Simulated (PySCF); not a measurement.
A calculated (PBE0, PySCF 2.14, aug-cc-pV(D+d)Z, the non-relativistic Hamiltonian (point nucleus)) atom or ion has these occupied shells.

```json
{"shell": "1s α", "electrons": "1", "orbital energy (eV)": "-3168.4", "rms radius, mean of both spins (bohr)": "0.0998"}
{"shell": "1s β", "electrons": "1", "orbital energy (eV)": "-3167.8", "rms radius, mean of both spins (bohr)": "0.0998"}
{"shell": "2s α", "electrons": "1", "orbital energy (eV)": "-335.43", "rms radius, mean of both spins (bohr)": "0.451"}
{"shell": "2s β", "electrons": "1", "orbital energy (eV)": "-334.91", "rms radius, mean of both spins (bohr)": "0.451"}
{"shell": "2p α", "electrons": "3", "orbital energy (eV)": "-268.19", "rms radius, mean of both spins (bohr)": "0.419"}
{"shell": "2p β", "electrons": "3", "orbital energy (eV)": "-267.38", "rms radius, mean of both spins (bohr)": "0.419"}
{"shell": "3s α", "electrons": "1", "orbital energy (eV)": "-54.767", "rms radius, mean of both spins (bohr)": "1.44"}
{"shell": "3s β", "electrons": "1", "orbital energy (eV)": "-50.690", "rms radius, mean of both spins (bohr)": "1.44"}
{"shell": "3p α", "electrons": "3", "orbital energy (eV)": "-38.494", "rms radius, mean of both spins (bohr)": "1.59"}
{"shell": "3p β", "electrons": "1", "orbital energy (eV)": "-35.918", "rms radius, mean of both spins (bohr)": "1.59"}
```

(1) Name the element and its charge.

## Answers

(1) Ar²⁺ (argon, charge +2), in [Ne] 3s2 3p4, high-spin 3P determinant.
